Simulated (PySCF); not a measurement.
Where the electron goes

C2H4B2Cl2S2.
Z-matrix (Å and degrees, PBE0-D3(BJ)/def2-SVP geometry), rows numbered from 1:
```
Cl
B   1  1.7476
Cl  2  1.7466  1  118.69
C   2  1.5754  1  121.47  3  -178.48
C   4  1.5159  2  116.34  1   -28.95
S   5  1.8336  4  110.79  2   158.00
B   6  1.7795  5   95.17  4   -31.53
S   7  1.7894  6  115.97  5    11.20
H   4  1.1015  2  110.16  1  -156.11
H   5  1.1004  4  111.21  2    38.68
H   5  1.1002  4  110.83  2   -81.85
H   7  1.2012  6  122.94  5  -169.95
```

Computed, not measured: TDDFT PBE0/def2-SVPD, vertical, gas phase, core orbitals frozen in the response in PySCF 2.14.0, density-fitted response routines.

Kohn–Sham orbitals with the atoms that hold most of them (Löwdin shares over 4%, at most four atoms; ? is withheld):

| orbital | ε (eV) | atoms |
| --- | --- | --- |
| LUMO+2 | -0.31 | S6 20%, B2 19%, S8 16%, B7 7% |
| LUMO+1 | -1.09 | B7 43%, S6 21%, S8 21%, H12 8% |
| LUMO | -1.99 | ? |
| HOMO | ? | S6 38%, S8 35%, B7 9%, C5 6% |
| HOMO-1 | -8.55 | ? |
| HOMO-2 | -9.04 | S6 35%, S8 29%, B7 12%, Cl3 6% |
| HOMO-3 | -9.44 | Cl3 52%, Cl1 18%, S8 11%, B2 5% |

Give the leading atoms of the HOMO-1.

S6 (bonded to B and C) 30%; S8 (bonded to B and C) 29%; B7 (bonded to 2 S and H) 14%; C4 (bonded to B, C, S and H) 8%. By element: sulfur 59%, boron 14% or more, carbon 8% or more.

Which atoms hold the LUMO, and with what shares?

B2 (bonded to C and 2 Cl) 42%; Cl1 (bonded to B) 16%; Cl3 (bonded to B) 16%; S8 (bonded to B and C) 10%. By element: boron 42% or more, chlorine 33%, sulfur 10% or more.

What is the HOMO energy, and the HOMO–LUMO gap?

ε(HOMO) = -7.25 eV; the gap is 5.26 eV (0.1932 hartree).

The HOMO–LUMO gap is 5.26 eV. Where does the response calculation put the lowest singlet, and from which orbitals?

S1 is at 4.17 eV (f = 0.014), 1.09 eV below the gap, made of HOMO→LUMO (98%). 

One configuration dominates each of S1, S2 and S3. Which, and how do the shares of the two leading atoms of either orbital change from the occupied to the empty one?

- S1 (4.17 eV, f 0.014), HOMO→LUMO (98%): S6 38% → at most 10%, S8 35% → 10%, B2 at most 6% → 42%, Cl1 at most 6% → 16%
- S2 (5.14 eV, f 0.087), HOMO→LUMO+1 (88%): S6 38% → 21%, S8 35% → 21%, B7 9% → 43%
- S3 (5.42 eV, f 0.018), HOMO-1→LUMO (84%): S6 30% → at most 10%, S8 29% → 10%, B2 at most 9% → 42%, Cl1 at most 9% → 16%

One conformer stands for the species.
